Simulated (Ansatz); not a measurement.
Start from `C=C(F)CCl` and change one atom or group to get `C=C([SiH3])CCl`.

Ansatz, PBE0-D4/def2-TZVP geometries, multiplicity 1. Each molecule was computed in one conformer, which needn't be the lowest.

```csv
property,`C=C(F)CCl`
LUMO energy (PBE0/def2-TZVPP) / eV,-0.54
HOMO–LUMO gap (PBE/def2-TZVPP) / eV,5.08
size of the dipole moment (B3LYP/def2-TZVPP) / D,2.33
HOMO energy (ωB97M-V/def2-TZVPP) / eV,-10.10
LUMO energy (ωB97M-V/def2-TZVPP) / eV,1.63
HOMO energy (PBE0/def2-TZVPP) / eV,-7.87
```

Q: Give the same properties after the change, and the shifts. (An estimate is asked.)

A: Computed: 
| property | `C=C([SiH3])CCl` | shift |
| --- | --- | --- |
| LUMO energy (PBE0/def2-TZVPP) / eV | -0.79 | -0.25 |
| HOMO–LUMO gap (PBE/def2-TZVPP) / eV | 5.09 | 0.01 |
| size of the dipole moment (B3LYP/def2-TZVPP) / D | 1.97 | -0.36 |
| HOMO energy (ωB97M-V/def2-TZVPP) / eV | -10.24 | -0.14 |
| LUMO energy (ωB97M-V/def2-TZVPP) / eV | 1.32 | -0.31 |
| HOMO energy (PBE0/def2-TZVPP) / eV | -8.04 | -0.17 |

With PBE0 the HOMO falls by 0.17 eV and the LUMO falls by 0.25 eV, so the gap narrows by about 0.08 eV. PBE moves the HOMO by -0.25 eV and ωB97M-V by -0.14 eV. Dipoles are sizes alone; their direction can turn.

B3LYP here is the variant with VWN-RPA as its local correlation; programs differ in this.
